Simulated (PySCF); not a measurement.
Vertical excitations of a molecule C₃H₄O₂Si from TDA-ωB97X/def2-SVPD (PySCF 2.14.0), as energy in eV (oscillator strength): 5.02 (0.007), 6.34 (0.022), 6.42 (0.005), 6.83 (0.066), 7.09 (0.001), 7.25 (0.004), 7.28 (0.677), 7.56 (0.019), 7.89 (0.000), 7.95 (0.022). Lowest triplet (TDA): 4.07 eV. Coordinates come from a PBE0-D3(BJ)/def2-SVP optimisation. One conformer was computed; it need not be the lowest.

Which molecule gave these data?
A. C#C[SiH2]C(=O)O
B. O=C1C=CO[SiH2]1
C. C=C1OC(=O)[SiH2]1
D. C=C=C1O[SiH2]O1

C, C=C1OC(=O)[SiH2]1
